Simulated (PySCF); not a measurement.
## NaCa: frontier orbitals

r²SCAN at R = 3.691 Å; PySCF, no relativity, basis sets Na 6-31G(d,p), Ca 6-31G(d,p). State: ²Σ⁺ (doublet), unpaired electrons σ ↑. Only the outer orbitals are listed, counted within each symmetry.

```json
{"spin": "α", "orbital": "2π", "occ.": "1", "ε (eV)": "-29.73", "on Na (%)": "100", "main shells (%)": "100 Na p"}
{"spin": "α", "orbital": "2π", "occ.": "1", "ε (eV)": "-29.73", "on Na (%)": "100", "main shells (%)": "100 Na p"}
{"spin": "α", "orbital": "7σ", "occ.": "1", "ε (eV)": "-29.72", "on Na (%)": "100", "main shells (%)": "100 Na p"}
{"spin": "α", "orbital": "3π", "occ.": "1", "ε (eV)": "-28.87", "on Na (%)": "0", "main shells (%)": "100 Ca p"}
{"spin": "α", "orbital": "3π", "occ.": "1", "ε (eV)": "-28.87", "on Na (%)": "0", "main shells (%)": "100 Ca p"}
{"spin": "α", "orbital": "8σ", "occ.": "1", "ε (eV)": "-28.81", "on Na (%)": "0", "main shells (%)": "100 Ca p"}
{"spin": "α", "orbital": "9σ", "occ.": "1", "ε (eV)": "-4.14", "on Na (%)": "29", "main shells (%)": "72 Ca s, 26 Na s"}
{"spin": "α", "orbital": "10σ", "occ.": "1", "ε (eV)": "-2.93", "on Na (%)": "52", "main shells (%)": "51 Na s, 23 Ca p, 18 Ca s"}
{"spin": "α", "orbital": "4π", "occ.": "0", "ε (eV)": "-1.70", "on Na (%)": "6", "main shells (%)": "92 Ca d"}
{"spin": "α", "orbital": "4π", "occ.": "0", "ε (eV)": "-1.70", "on Na (%)": "6", "main shells (%)": "92 Ca d"}
{"spin": "α", "orbital": "11σ", "occ.": "0", "ε (eV)": "-1.69", "on Na (%)": "10", "main shells (%)": "88 Ca d"}
{"spin": "β", "orbital": "2π", "occ.": "1", "ε (eV)": "-29.70", "on Na (%)": "100", "main shells (%)": "100 Na p"}
{"spin": "β", "orbital": "2π", "occ.": "1", "ε (eV)": "-29.70", "on Na (%)": "100", "main shells (%)": "100 Na p"}
{"spin": "β", "orbital": "7σ", "occ.": "1", "ε (eV)": "-29.69", "on Na (%)": "100", "main shells (%)": "100 Na p"}
{"spin": "β", "orbital": "3π", "occ.": "1", "ε (eV)": "-28.84", "on Na (%)": "0", "main shells (%)": "100 Ca p"}
{"spin": "β", "orbital": "3π", "occ.": "1", "ε (eV)": "-28.84", "on Na (%)": "0", "main shells (%)": "100 Ca p"}
{"spin": "β", "orbital": "8σ", "occ.": "1", "ε (eV)": "-28.73", "on Na (%)": "0", "main shells (%)": "100 Ca p"}
{"spin": "β", "orbital": "9σ", "occ.": "1", "ε (eV)": "-3.86", "on Na (%)": "5", "main shells (%)": "88 Ca s"}
{"spin": "β", "orbital": "10σ", "occ.": "0", "ε (eV)": "-1.93", "on Na (%)": "34", "main shells (%)": "33 Na s, 28 Ca d, 24 Ca p"}
{"spin": "β", "orbital": "4π", "occ.": "0", "ε (eV)": "-1.69", "on Na (%)": "7", "main shells (%)": "72 Ca d, 21 Ca p"}
{"spin": "β", "orbital": "4π", "occ.": "0", "ε (eV)": "-1.69", "on Na (%)": "7", "main shells (%)": "72 Ca d, 21 Ca p"}
```

Which are the highest filled and the lowest empty level, where do they sit, and how wide is the gap?

Highest filled α 10σ at -2.93 eV (in %: 51 Na s, 23 Ca p, 18 Ca s); lowest empty β 10σ at -1.93 eV (in %: 33 Na s, 28 Ca d, 24 Ca p); the gap at r²SCAN is 1.00 eV.

| Quantity | Value |
| --- | --- |
| bond order (Mayer) | 0.49 |
| ⟨S²⟩ | 0.779 |
| charge on Na (Mulliken, basis-dependent) | 0.14 |
| charge on Na (Löwdin, basis-dependent) | -0.03 |
| dipole moment (positive dipole means Na(−)Ca(+)) | -1.08 D |

The state is the lowest determinant that a PBE0 search found; another state may lie lower at other levels.
